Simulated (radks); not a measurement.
Valence configurations of the arsenic ion As2+ (all share [Ar]). Method: Dirac Kohn-Sham, BLYP, spin-unpolarised, spherical densities, point nucleus; open shells fill j = l - 1/2 first; computed with a radial shooting solver on a logarithmic mesh with Libxc functionals. Energies are relative to 3d10 4s2 4p1; eigenvalues in eV.

valence           E (eV)  e(3d3/2)  e(3d5/2)  e(4p1/2)  e(4p3/2)  e(4s1/2)
3d10 4s2 4p1       0.000   -62.140   -61.408   -22.876         -   -33.379
3d9.5 4s2 4p1.5   20.389   -67.869   -67.114   -24.062         -   -34.972
3d10 4s1 4p2      10.578   -63.657   -62.923   -23.576         -   -34.228
3d8.5 4s2 4p2.5   68.394   -79.785   -78.986   -26.405   -25.896   -38.097
3d9 4s1.5 4p2.5   48.986   -74.505   -73.727   -25.581   -25.101   -36.956
3d9 4s2 4p2       43.078   -73.729   -72.952   -25.226         -   -36.530
3d9 4s1 4p3       54.933   -75.268   -74.490   -25.929   -25.441   -37.373
3d10 4s1.5 4p1.5   5.270   -62.906   -62.173   -23.230         -   -33.809
3d8 4s2 4p3       96.191   -85.965   -85.142   -27.569   -27.023   -39.635
3d8 4s1 4p4       108.87   -87.403   -86.579   -28.219   -27.660   -40.406

NIST lists [Ar] 3d10 4s2 4p1 as the ground configuration; this level of theory agrees among the configurations tried. The energies are those of spherical spin-averaged densities, not of single terms.
